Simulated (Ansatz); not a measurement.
`[F][GeH2]/[N]=C/[SiH3]` and `N=C[SiH3]` differ in one atom or group.

Ansatz, PBE0-D4/def2-TZVP geometries, multiplicity 1. Each molecule was computed in one conformer, which needn't be the lowest.

Scalar relativity is left out up to krypton.

```csv
property,`[F][GeH2]/[N]=C/[SiH3]`
HOMO–LUMO gap (PBE/def2-TZVPP) / eV,3.29
LUMO energy (PBE/def2-TZVPP) / eV,-2.47
HOMO energy (PBE/def2-TZVPP) / eV,-5.77
size of the dipole moment (PBE/def2-TZVPP) / D,0.68
HOMO energy (PBE0/def2-TZVPP) / eV,-7.07
HOMO–LUMO gap (PBE0/def2-TZVPP) / eV,5.67
```

Problem. What does the change do to each property? (Best estimate.)

Solution. Ansatz gave: 
| property | `N=C[SiH3]` | shift |
| --- | --- | --- |
| HOMO–LUMO gap (PBE/def2-TZVPP) / eV | 3.93 | 0.64 |
| LUMO energy (PBE/def2-TZVPP) / eV | -2.07 | 0.40 |
| HOMO energy (PBE/def2-TZVPP) / eV | -6.00 | -0.23 |
| size of the dipole moment (PBE/def2-TZVPP) / D | 1.70 | 1.02 |
| HOMO energy (PBE0/def2-TZVPP) / eV | -7.46 | -0.39 |
| HOMO–LUMO gap (PBE0/def2-TZVPP) / eV | 6.50 | 0.83 |

With PBE0 the HOMO falls by 0.39 eV and the LUMO rises by 0.45 eV, so the gap widens by about 0.84 eV. PBE moves the HOMO by -0.23 eV and ωB97M-V by -0.49 eV. Dipoles are sizes alone; their direction can turn.
